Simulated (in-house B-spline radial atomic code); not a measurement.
Al⁺. Computed with a B-spline radial atomic code. Model: non-relativistic spherical atom: semilocal Troullier-Martins pseudo-atom, one channel per l, against all electrons, high spin, G0W0 and RPA with empty states to l = 8, local potential for every l without a channel, a model core (radius 0 = none) keeps its share of the functional.

What the tables leave out is listed at the end.

The pseudopotential gives back the lowest level of each angular momentum of its own functional in the configuration it was made in; a second state of the same l is only approximately right. Exact exchange, RPA and GW see the smooth pseudo-orbitals and miss the exchange with the core, for which the functional's share stands in. The column with an uncorrelated core keeps all orbitals and exact exchange, and so separates missing core correlation from pseudisation. Only the three outermost levels and the lowest empty one were computed. RPA here is direct RPA, with no exchange kernel, and its energies carry an (l + 1/2)⁻⁴ tail. A hybrid on a potential with a model core restores only its own semilocal share of the core's exchange.

Command:
```bash
python run_psgw.py task.json out
```
Settings (lengths in bohr, energies in hartree):
```
Z                      13
electrons              12
configuration          [Ne] 3s2
generated_in           [Ne] 3s2 3p1
functional             lda,vwn
core_shells            1
radius_factor          1
core_correction        True
ion_configuration      [Ne] 3s1
```

Run time, properties included: 24 s on 1 thread of Intel(R) Xeon(R) Platinum 8375C CPU @ 2.90GHz (Ice Lake), with other jobs on the host.

Given: made with LDA VWN5; model core radius 0.18 bohr; local radius 0.518 bohr; mean-field start LDA VWN5.

Valence shells of the generating configuration: 2s, 2p, 3s, 3p.

Channel: s 0.496, p 0.646 (radii in bohr).

Computed: largest level miss in the spin-unpolarised generating configuration 0.015 eV; valence RPA correlation energy all-electron orbitals -0.5909 hartree; valence RPA correlation energy pseudo -0.58037 hartree; all-electron RPA polarisability, core included 18.128 bohr³; ionisation by mean-field all-electron 18.893 eV; ionisation by mean-field pseudo minus all 0.01 eV; ionisation by RPA all-electron 19.24 eV.

```tsv
level	occupied	mean-field all-electron (eV)	mean-field pseudo minus all (eV)	G0W0 all-electron (eV)	G0W0 uncorrelated core minus all (eV)	G0W0 pseudo minus all (eV)	exchange self-energy all-electron (eV)	exchange self-energy pseudo (eV)
3s	1	-14.89	-0.006	-18.997	0.002	-0.048	-12.341	-12.128
3p (empty)	0	-9.1614	0.034	-6.2863	0.004	0.023	-3.2719	-3.1237
```

Task: What is the ionisation by RPA pseudo minus all?

Result: 0.037 eV.

Task: What is the pseudo-atom RPA polarisability?

Result: 18.061 bohr³.

Given: mean-field start PBE0.

Computed: valence RPA correlation energy all-electron orbitals -0.56115 hartree; all-electron RPA polarisability, core included 16.237 bohr³; pseudo-atom RPA polarisability 16.238 bohr³; ionisation by mean-field all-electron 18.654 eV; ionisation by RPA all-electron 19.048 eV; ionisation by RPA pseudo minus all 0.029 eV.

```csv
level,occupied,mean-field all-electron (eV),mean-field pseudo minus all (eV),G0W0 all-electron (eV),G0W0 uncorrelated core minus all (eV),G0W0 pseudo minus all (eV),exchange self-energy all-electron (eV),exchange self-energy pseudo (eV)
3s,1,-15.739,0.009,-18.979,0.002,-0.027,-12.111,-11.901
3p (empty),0,-8.2233,0.025,-6.2337,0.003,0.04,-2.999,-2.878
```

Task: What is the ionisation by mean-field pseudo minus all?

Result: -0.008 eV.

Task: What is the valence RPA correlation energy pseudo?

Result: -0.55108 hartree.

Among the listed levels the largest G0W0 shift of the pseudo-atom is -0.05 eV, for 3s on the LDA VWN5 start, while leaving the core uncorrelated moves that level by +0.00 eV. The rest, -0.05 eV, comes from pseudisation and the lost core exchange. Not in the tables (levels of low weight, unsolved or above zero; the highest and the empty levels are kept at any weight): on LDA the G0W0 levels 2p (pseudo minus all +0.00 eV, weights 0.35 and 0.35), 2s (pseudo minus all -2.11 eV, weights 0.08 and 0.03); on PBE0 the G0W0 levels 2p (pseudo minus all +0.39 eV, weights 0.72 and 0.70), 2s (pseudo minus all -0.17 eV, weights 0.40 and 0.43); no Hartree-Fock pseudo-atom is run with a model core.
